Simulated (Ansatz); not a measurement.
# Strength of the C–Si bond: Si(CH3)3Cl → Si(CH3)2Cl + CH3

Species: Si(CH3)3Cl (chlorotrimethylsilane), singlet; Si(CH3)2Cl, doublet; CH3 (methyl radical) `[CH3]`, doublet. 

Shapes, held fixed at every level: PBE0-D4/def2-TZVP. Programs: Ansatz 0.2.0. The zero-point and thermal change to 298 K, harmonic and unscaled (PBE0-D4/def2-TZVP), is -15.2 kJ/mol.

```tsv
level	kind	ΔH(298 K) (kJ/mol)	less CCSD(T)/CBS estimate
B3LYP-D4/def2-TZVPP	global hybrid	+369.7	-22.9
PBE0-D4/def2-TZVPP	global hybrid	+376.1	-16.5
r2SCAN0-D4/def2-TZVPP	global hybrid	+360.5	-32.1
wB97M-V/def2-TZVPP	range-separated hybrid	+398.9	+6.3
wB97X-V/def2-TZVPP	range-separated hybrid	+395.6	+3.0
CCSD/def2-SVP	coupled cluster or CI	+366.9	-25.7
CCSD(T)/def2-TZVPP	coupled cluster or CI	+383.5	-9.1
CCSD(T)/CBS estimate	coupled cluster or CI	+392.6	0.0
```

The highest level, CCSD(T)/CBS estimate, gives ΔH(298 K) = +392.6 kJ/mol; the levels span +360.5 to +398.9. The column of differences is taken from that level and isn't an error. No measured value is set beside it here. Open shells run unrestricted unless RO is named. The CBS estimate extrapolates MP2 from def2-TZVPP and def2-QZVPP and adds CCSD(T) − MP2 in the triple-zeta set, cores frozen.
